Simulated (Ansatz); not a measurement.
Hf2Br8⁺, that is Hf2(Br)8 with one electron fewer. The state is a doublet with charge 1. Geometry PBE-D4/def2-SVP, that of the neutral singlet; atoms count from 1.

Cartesian coordinates in Å:
```
Hf -0.3118 0.4082 2.0898
Br -2.1452 2.0829 2.2075
Br 1.2226 1.3189 3.8274
Br -0.9392 -1.7480 3.1620
Br 1.6199 0.5972 0.2864
Hf 0.3121 -0.4084 -2.0879
Br 2.1428 -2.0861 -2.2124
Br 0.9416 1.7502 -3.1557
Br -1.2242 -1.3110 -3.8298
Br -1.6185 -0.6040 -0.2873
```

In the def2 sets Hf takes a core potential; there is no spin–orbit coupling. The gap within one spin of the charge 1 doublet nearly closes, so an electron or hole may be smeared out by delocalisation error.

Problem. Estimate the Mulliken populations from the PBE/def2-SVP orbitals of Ansatz.

Solution. 
| atom | charge (e) | spin (α − β) | d electrons |
| --- | --- | --- | --- |
| Hf1 | 0.77 | -0.05 | 2.31 |
| Br2 | -0.03 | 0.15 | – |
| Br3 | -0.02 | 0.21 | – |
| Br4 | -0.03 | 0.15 | – |
| Br5 | -0.20 | 0.05 | – |
| Hf6 | 0.77 | -0.05 | 2.31 |
| Br7 | -0.03 | 0.15 | – |
| Br8 | -0.03 | 0.15 | – |
| Br9 | -0.02 | 0.21 | – |
| Br10 | -0.20 | 0.05 | – |
Mulliken values depend strongly on the basis.

Problem. Where does the spin sit?

Solution. Summed by element: Hf -0.10, Br 1.10, of 1 unpaired in all. Largest on single atoms: Br9 0.21, Br3 0.21, Br8 0.15.

Problem. And the Mayer bond orders between heavy atoms (over 0.3)?

Solution. Hf1–Br2 1.31 (2.49 Å); Hf1–Br3 1.24 (2.49 Å); Hf1–Br4 1.30 (2.49 Å); Hf1–Br5 0.77 (2.65 Å); Hf1–Br10 0.43 (2.90 Å); Br5–Hf6 0.43 (2.89 Å); Hf6–Br7 1.31 (2.49 Å); Hf6–Br8 1.30 (2.49 Å); Hf6–Br9 1.24 (2.49 Å); Hf6–Br10 0.77 (2.65 Å).
